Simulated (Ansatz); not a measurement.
Molecule: ZnH, net charge 1, singlet state. 
Coordinates optimised at B3LYP-D3(BJ)/def2-TZVP (Ansatz, an electronic-structure program):
```xyz
2

Zn     0.0000     0.0000    -0.0496
H      0.0000     0.0000     1.4885
```
Charge +1, spin multiplicity 1.

Quantity: vertical ionisation energy (to the doublet state of charge +2; each state is the SCF solution reached for its spin), in eV. Cores are frozen in the correlated levels unless marked. Open shells are spin-unrestricted. Spin-orbit coupling is left out. Frozen are the shells of the preceding noble gas and the d and f shells that filled before the atom's block. Non-relativistic. CBS marks a two-point X^-3 extrapolation of the correlation energy; Hartree-Fock from the larger set.

```json
[
 {"level": "SVWN5/def2-TZVPD", "program": "Ansatz", "vertical ionisation energy (eV)": "20.16", "minus last row": "0.74"},
 {"level": "PBE/def2-TZVPD", "program": "Ansatz", "vertical ionisation energy (eV)": "19.82", "minus last row": "0.40"},
 {"level": "r2SCAN/def2-TZVPD", "program": "Ansatz", "vertical ionisation energy (eV)": "19.57", "minus last row": "0.15"},
 {"level": "PBE0/def2-TZVPD", "program": "Ansatz", "vertical ionisation energy (eV)": "19.46", "minus last row": "0.04"},
 {"level": "BHLYP/def2-TZVPD", "program": "Ansatz", "vertical ionisation energy (eV)": "19.29", "minus last row": "-0.13"},
 {"level": "CAM-B3LYP/def2-TZVPD", "program": "Ansatz", "vertical ionisation energy (eV)": "19.72", "minus last row": "0.30"},
 {"level": "wB97M-V/def2-TZVPD", "program": "Ansatz", "vertical ionisation energy (eV)": "19.56", "minus last row": "0.14"},
 {"level": "wB97X-V/def2-TZVPD", "program": "Ansatz", "vertical ionisation energy (eV)": "19.44", "minus last row": "0.02"},
 {"level": "CCSD/def2-SVPD", "program": "Ansatz", "vertical ionisation energy (eV)": "18.69", "minus last row": "-0.73"},
 {"level": "CCSD/def2-QZVPPD", "program": "Ansatz", "vertical ionisation energy (eV)": "19.20", "minus last row": "-0.22"},
 {"level": "CCSD/CBS(def2-TZVPPD,def2-QZVPPD)", "program": "Ansatz", "vertical ionisation energy (eV)": "19.29", "minus last row": "-0.13"},
 {"level": "CCSD(T)/def2-SVPD", "program": "Ansatz", "vertical ionisation energy (eV)": "18.73", "minus last row": "-0.69"},
 {"level": "CCSD(T)/def2-TZVPPD", "program": "Ansatz", "vertical ionisation energy (eV)": "19.16", "minus last row": "-0.26"},
 {"level": "CCSD(T)/def2-QZVPPD", "program": "Ansatz", "vertical ionisation energy (eV)": "19.30", "minus last row": "-0.12"},
 {"level": "CCSD(T)/CBS(def2-TZVPPD,def2-QZVPPD)", "program": "Ansatz", "vertical ionisation energy (eV)": "19.42", "minus last row": "0.00"}
]
```
